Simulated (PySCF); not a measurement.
**SnH, CCSD(T): how much the basis matters**

PySCF, UHF reference; doublet, unpaired electrons π ↑; De to Sn + H without counterpoise correction. Frozen cores follow the default of each basis and core potential.

```tsv
basis	relativity	functions	Re (Å)	ωe (cm⁻¹)	De (eV)	frozen orbitals
def2-SVP	scalar-relativistic core potentials	31	1.781	1704	2.42	4
def2-SVPD	scalar-relativistic core potentials	40	1.784	1684	2.50	4
aug-cc-pVDZ-PP/aug-cc-pVDZ	scalar-relativistic core potentials	41	1.785	1672	2.53	4
cc-pVTZ-PP/cc-pVTZ	scalar-relativistic core potentials	53	1.774	1732	2.66	4
x2c-TZVPPall	spin-free X2C	74	1.767	1728	2.64	18
```

Q: How does each smaller set differ from the one with most functions, x2c-TZVPPall?

A: def2-SVP: +1.4 pm, -1.4 % in ωe, -0.22 eV in De; def2-SVPD: +1.7 pm, -2.5 % in ωe, -0.14 eV in De; aug-cc-pVDZ-PP/aug-cc-pVDZ: +1.8 pm, -3.2 % in ωe, -0.11 eV in De; cc-pVTZ-PP/cc-pVTZ: +0.7 pm, +0.2 % in ωe, +0.02 eV in De. All at CCSD(T); the set with most functions is neither the basis-set limit nor always the best. The rows treat relativity differently, so the differences are not basis effects alone.

Correlated steps freeze the inner cores (4 to 18 orbitals); shallow outer-core shells are correlated. Correlated levels converge slowly with the basis: in double zeta they bind strong bonds too weakly, by up to about 1 eV, and carry superposition errors of some tenths. Spin–orbit coupling is left out, which matters for elements this heavy, above all for dissociation energies. The state is the lowest determinant that a PBE0 search found; another state may lie lower at other levels.
